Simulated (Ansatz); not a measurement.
Ansatz (a program for electronic structure) input (PBE/def2-TZVP):

Ansatz 0.2 input:
```yaml
crystal:
  periodic: [false, false, false]
  atoms:
    - {symbol: B, position_ang: [-1.16156737, 0.43630842, 0.02571076]}
    - {symbol: Cl, position_ang: [0.46529914, -0.11147966, -0.00413971]}
    - {symbol: H, position_ang: [-2.10224853, -0.28638796, -0.05817867]}
basis:
  gaussian:
    orbitals: def2-TZVP
hamiltonian:
  xc: {name: PBE}
magnetization: {spin_polarized: true, initial_magnetization: 1}
relax: {f_tol: 0.003, max_steps: 100}
```

End of the output:

```
the calculation of the forces begins
reference -13207.92123185 eV, -485.3821526201 hartree; 12, 11 occupied and 62, 63 virtual orbitals, 469 factors
relax step   3: F+E_penalty+E_count = -13207.92119771 eV  Δ(F+E_penalty+E_count) = -1.802e-4 eV  max|allowed force component| = 6.203e-3 eV/Å  Δτ_max = 0.0022 Å  (25 SCF iters, accepted)
these checks for a lower state are left out or cut short: starts, cluster_reference, orbital_swaps, neighbouring_geometries, increment
integrals: 0.01 GiB planned
469 factors; their error is unknown
mean field: 0.16 GiB planned
mean field -13207.92119874 eV, -485.3821514030 hartree, gradient 2.7e-5 eV, S^2 0.752514; 0 other end points of the search recorded, 0 dependent functions left out
the calculation of the forces begins
reference -13207.92123288 eV, -485.3821526577 hartree; 12, 11 occupied and 62, 63 virtual orbitals, 469 factors
relax step   4: F+E_penalty+E_count = -13207.92119874 eV  Δ(F+E_penalty+E_count) = -1.026e-6 eV  max|allowed force component| = 4.121e-3 eV/Å  Δτ_max = 0.0002 Å  (20 SCF iters, accepted)
these checks for a lower state are left out or cut short: starts, cluster_reference, orbital_swaps, neighbouring_geometries, increment
integrals: 0.01 GiB planned
469 factors; their error is unknown
mean field: 0.16 GiB planned
mean field -13207.92119909 eV, -485.3821514162 hartree, gradient 1.7e-5 eV, S^2 0.752514; 0 other end points of the search recorded, 0 dependent functions left out
the calculation of the forces begins
reference -13207.92123324 eV, -485.3821526709 hartree; 12, 11 occupied and 62, 63 virtual orbitals, 469 factors
relax step   5: F+E_penalty+E_count = -13207.92119909 eV  Δ(F+E_penalty+E_count) = -3.590e-7 eV  max|allowed force component| = 2.056e-5 eV/Å  Δτ_max = 0.0001 Å  (20 SCF iters, accepted)
integrals: 0.01 GiB planned
469 factors; their error is unknown
mean field: 0.16 GiB planned
mean field -13207.92119909 eV, -485.3821514162 hartree, gradient 1.7e-5 eV, S^2 0.752514; 1 other end points of the search recorded, 0 dependent functions left out
the calculation of the forces begins
reference -13207.92123324 eV, -485.3821526709 hartree; 12, 11 occupied and 62, 63 virtual orbitals, 469 factors
Total energy: -13207.92123324 eV, -485.3821526709 hartree
Atom 0 at    -1.158652     0.441704     0.026278 Å, force    -0.000006    -0.000002    -0.000000 eV/Å
Atom 1 at     0.466837    -0.112549    -0.004222 Å, force    -0.000014    -0.000002    -0.000000 eV/Å
Atom 2 at    -2.106702    -0.290714    -0.058664 Å, force     0.000021     0.000004     0.000001 eV/Å
Dipole moment:     0.003055    -0.112677    -0.010921 e Å
```

It need not be the lowest isomer of its formula.
